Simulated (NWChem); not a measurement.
System: C2H3BBrCl; SMILES B(C=C)(Br)Cl

```xyz
8

B     -0.1529     0.6066     0.0000
Cl     1.0363     1.9081     0.0000
Br     0.4893    -1.2124     0.0000
C     -1.6642     0.9401     0.0000
C     -2.6514     0.0144     0.0000
H     -1.9477     2.0081     0.0000
H     -3.7185     0.2936     0.0000
H     -2.4181    -1.0643     0.0000
```
Atoms are numbered in this order, from 1.

All runs: NWChem. The geometry was optimised at PBE-D3(BJ)/def2-SVP. B3LYP is NWChem's, with the RPA form of VWN correlation. Total energies compare along this basis series because the functional is fixed.

| level | basis functions | energy (Ha) | highest occupied level (eV) | orbital gap (eV) | dipole (D) |
|---|---|---|---|---|---|
| B3LYP/def2-SVP | 107 | -3136.7995 | -7.95 | 5.64 | 1.81 |
| B3LYP/def2-SVPD | 152 | -3136.8147 | -8.18 | 5.57 | 2.04 |
| B3LYP/def2-TZVP | 196 | -3137.3827 | -8.12 | 5.59 | 1.97 |
| B3LYP/def2-TZVPP | 225 | -3137.3839 | -8.12 | 5.59 | 1.97 |
